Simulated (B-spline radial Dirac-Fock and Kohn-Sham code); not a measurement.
## The M5 (3d5/2) level from As to Mo

Model: Dirac-Fock energy differences between relaxed states, corrected for Breit and QED terms. Program: a radial atomic solver. Free neutral atoms, energies in eV. The model has no electron correlation. Relaxation, Breit and QED are contributions to the binding energy. "Screened" places the removed electron in the lowest shell with room, a model of an edge from the Fermi level; tabulated edges (Elam, Ravel and Sieber 2002) are for the standard state, and for monatomic gases they compare with the unscreened value. A dash: no value, or a hole state left out as unreliable.

```
 Z  element  binding  relaxation  Breit   QED  screened  tabulated edge
33       As    48.59        -7.8   0.03  0.01     38.79            41.7
34       Se    62.08        -8.3   0.04  0.01     50.68            54.6
35       Br    76.61        -8.8   0.04  0.01     63.54              69
36       Kr    92.18        -9.3   0.04  0.02     88.43            93.8
37       Rb    115.9        -9.7   0.04  0.02     111.2             112
38       Sr    141.3       -10.0   0.03  0.02     137.1           134.2
40       Zr    188.5       -11.8   0.01  0.03     180.5           178.8
41       Nb    209.5       -13.2   0.00  0.03     203.0           202.3
42       Mo    234.7       -13.8  -0.01  0.03     227.3           227.9
```

Values without a named source are computed, but for edge energies of neutral atoms, which are taken from tables.
